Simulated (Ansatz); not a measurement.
AsH2(iPr) (C₃H₉As). Total charge 0; singlet. Geometry r2SCAN-D4/def2-SVP; atoms count from 1.

```xyz
13

As   -0.343    1.900    0.188
H     1.052    2.399    0.556
H    -0.176    2.358   -1.259
C     0.229    0.008   -0.157
C    -0.873   -0.720   -0.920
C     0.552   -0.671    1.171
H     1.139    0.049   -0.778
H    -1.088   -0.246   -1.891
H    -1.812   -0.743   -0.341
H    -0.582   -1.767   -1.118
H     0.862   -1.717    1.006
H     1.369   -0.162    1.707
H    -0.328   -0.687    1.836
```

(1) Estimate the Mulliken populations from the PBE0/def2-TZVP orbitals of Ansatz.

(2) And the Mayer bond orders between heavy atoms (over 0.3)?

## Answers

(1) 
```csv
atom,charge (e)
As1,-0.08
H2,0.04
H3,0.04
C4,-0.13
C5,-0.37
C6,-0.37
H7,0.11
H8,0.13
H9,0.12
H10,0.12
H11,0.12
H12,0.13
H13,0.12
```
Mulliken values depend strongly on the basis.

(2) As1–C4 0.99 (2.01 Å); C4–C5 0.99 (1.53 Å); C4–C6 0.99 (1.53 Å).
